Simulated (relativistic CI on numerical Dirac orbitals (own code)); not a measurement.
**Electric-dipole lines of Rh XIX**

Method of calculation: Dirac-Coulomb-Breit CI, KLI orbitals optimised for each configuration, QED by a radiative potential, unscaled Slater integrals (own radial code, finite nucleus).

CI space (outside the closed core [Ne]): 3s²3p⁶3d⁹, 3s²3p⁵3d¹⁰, 3s3p⁶3d¹⁰, 3s²3p⁶3d⁸4s, 3s²3p⁶3d⁸4p, 3s²3p⁶3d⁸4d, 3s²3p⁶3d⁷4s², 3s²3p⁶3d⁸4f, 3s²3p⁵3d⁹4s, 3s²3p⁶3d⁷4s4p, 3s²3p⁴3d¹⁰4s, 3s²3p⁶3d⁸5s, 3s²3p⁶3d⁷4p², 3s²3p⁵3d⁹4p, 3s²3p⁴3d¹⁰4p, 3s²3p⁶3d⁸5p. Levels of other configurations are missing.

| λ vac (Å) | Lower | Upper | A (s⁻¹) | E lower (10³ cm⁻¹) | E upper (10³ cm⁻¹) |
| --- | --- | --- | --- | --- | --- |
| 25.629 | 3s²3p⁶3d⁹ ²D5/2 [1] | 3s²3p⁶3d⁸4f ⁴D°7/2 [183] | 7.49e+11 | 0.0 | 3901.8 |
| 59.368 | 3s²3p⁶3d⁹ ²D3/2 [2] | 3s²3p⁵3d¹⁰ ²P°1/2 [4] | 7.11e+11 | 40.1 | 1724.5 |
| 65.990 | 3s²3p⁶3d⁹ ²D5/2 [1] | 3s²3p⁵3d¹⁰ ²P°3/2 [3] | 4.81e+11 | 0.0 | 1515.4 |
| 189.55 | 3s²3p⁶3d⁸4p ⁴G°7/2 [27] | 3s²3p⁶3d⁸4d ⁴H9/2 [82] | 5.19e+10 | 2825.4 | 3353.0 |
| 190.80 | 3s²3p⁶3d⁸4p ²G°9/2 [23] | 3s²3p⁶3d⁸4d ⁴H11/2 [69] | 6.74e+10 | 2792.4 | 3316.5 |
| 193.01 | 3s²3p⁶3d⁸4p ²H°9/2 [42] | 3s²3p⁶3d⁸4d ²I11/2 [106] | 7.06e+10 | 2892.6 | 3410.7 |
| 207.52 | 3s²3p⁶3d⁸4d ⁴H13/2 [72] | 3s²3p⁶3d⁸4f ⁴I°15/2 [137] | 6.48e+10 | 3321.6 | 3803.5 |
| 208.17 | 3s²3p⁶3d⁸4p ⁴G°11/2 [28] | 3s²3p⁶3d⁸4d ⁴H13/2 [72] | 6.43e+10 | 2841.3 | 3321.6 |
| 208.47 | 3s²3p⁶3d⁸4p ⁴G°9/2 [38] | 3s²3p⁶3d⁸4d ⁴H11/2 [88] | 6.39e+10 | 2881.3 | 3361.0 |
| 209.52 | 3s²3p⁶3d⁸4p ⁴F°9/2 [30] | 3s²3p⁶3d⁸4d ⁴G11/2 [74] | 4.65e+10 | 2850.4 | 3327.7 |
| 209.88 | 3s²3p⁶3d⁸4p ²H°11/2 [55] | 3s²3p⁶3d⁸4d ²I13/2 [111] | 6.29e+10 | 2943.4 | 3419.8 |
| 272.75 | 3s²3p⁶3d⁸4s ²G9/2 [17] | 3s²3p⁶3d⁸4p ²G°9/2 [64] | 1.64e+10 | 2602.4 | 2969.1 |
| 279.69 | 3s²3p⁶3d⁸4s ⁴F9/2 [5] | 3s²3p⁶3d⁸4p ⁴F°9/2 [30] | 1.16e+10 | 2492.9 | 2850.4 |
| 284.04 | 3s²3p⁶3d⁸4s ⁴P5/2 [11] | 3s²3p⁶3d⁸4p ⁴D°7/2 [51] | 1.74e+10 | 2565.8 | 2917.8 |
| 286.71 | 3s²3p⁶3d⁸4s ²F7/2 [6] | 3s²3p⁶3d⁸4p ²F°7/2 [31] | 1.33e+10 | 2504.0 | 2852.8 |
| 287.07 | 3s²3p⁶3d⁸4s ⁴F9/2 [5] | 3s²3p⁶3d⁸4p ⁴G°11/2 [28] | 1.87e+10 | 2492.9 | 2841.3 |
| 288.98 | 3s²3p⁶3d⁸4s ⁴F7/2 [9] | 3s²3p⁶3d⁸4p ⁴G°9/2 [38] | 1.78e+10 | 2535.3 | 2881.3 |
| 293.32 | 3s²3p⁶3d⁸4s ²G9/2 [17] | 3s²3p⁶3d⁸4p ²H°11/2 [55] | 1.76e+10 | 2602.4 | 2943.4 |
| 345.70 | 3s²3p⁶3d⁸4s ⁴F9/2 [5] | 3s²3p⁶3d⁸4p ⁴D°7/2 [22] | 8.96e+09 | 2492.9 | 2782.2 |
| 346.79 | 3s²3p⁶3d⁸4s ²F7/2 [6] | 3s²3p⁶3d⁸4p ²G°9/2 [23] | 5.95e+09 | 2504.0 | 2792.4 |

Terms are leading LS components. Brackets give the number of a level in order of energy, since labels repeat. The list gives strong lines, with weight on those to low levels, without lines whose two gauges differ by over a factor of 2.5, among the lowest 200 of 885 levels, so that lines to higher ones, which can be the strongest, are missing. Levels whose partners in the same complex of configurations lie outside the list can be far off, and so can their lines. Rates are taken at the computed energies, electric ones in the length gauge.

At this charge energies of transitions that change n are usually good to better than 1 %, and those within a shell (Δn = 0) to a few per cent.

LS names give the leading component of a level, which can be under half, so a name can repeat, a term be missing and a line seem to break the LS rules.
